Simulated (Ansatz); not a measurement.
Hf3O4⁺, relaxed as a doublet with UKS r2SCAN-D4/def2-SVP in Ansatz, starting from the GFN2-xTB geometry. Force threshold 0.02 eV/Å.

In the def2 sets Hf takes a core potential; there is no spin–orbit coupling. The structure holds one bond between oxygen atoms, so isomers without such links may lie far lower. The charge 1 doublet is spin-contaminated (final ⟨S²⟩ up to 1.12, 0.75 for a pure state). Another isomer (doublet) lies 7.75 eV lower at PBE0-D4/def2-TZVP; other spin states weren't run for this one.

Start:

```xyz
7

Hf    1.810   -0.464    1.136
Hf    0.163    1.916   -0.256
Hf   -0.832   -1.746   -0.165
O     1.561   -0.440   -0.696
O     0.134    0.007    1.759
O    -1.049    0.248   -1.525
O    -1.786    0.479   -0.254
```

```csv
step,energy (eV),largest force component (eV/Å),SCF passes
1,-12090.0271,3.617,70
2,-12092.0301,2.790,74
3,-12093.4355,1.829,67
4,-12094.3497,1.355,57
5,-12094.4904,0.505,76
6,-12094.5190,0.307,59
7,-12094.5245,0.146,54
8,-12094.5254,0.040,47
9,-12094.5255,0.022,50
10,-12094.5255,0.003,53
```

Force components are those of the run's own axes.

End:

Cartesian coordinates in Å:
```
Hf 1.899 -0.484 1.191
Hf 0.162 1.356 -0.153
Hf -0.544 -1.258 -0.087
O 1.310 -0.371 -0.686
O 0.026 0.032 1.524
O -1.055 0.247 -1.534
O -1.798 0.480 -0.255
```

By distances, no bond broke or formed. The bond that changes most is Hf3–O4, from 2.78 to 2.14 Å (atoms count from 1).

No frequencies were taken in this run, so the end may be a saddle point.

Hardware: 4 threads of Arm Neoverse V1 on a shared host. Wall time 2.3 min.
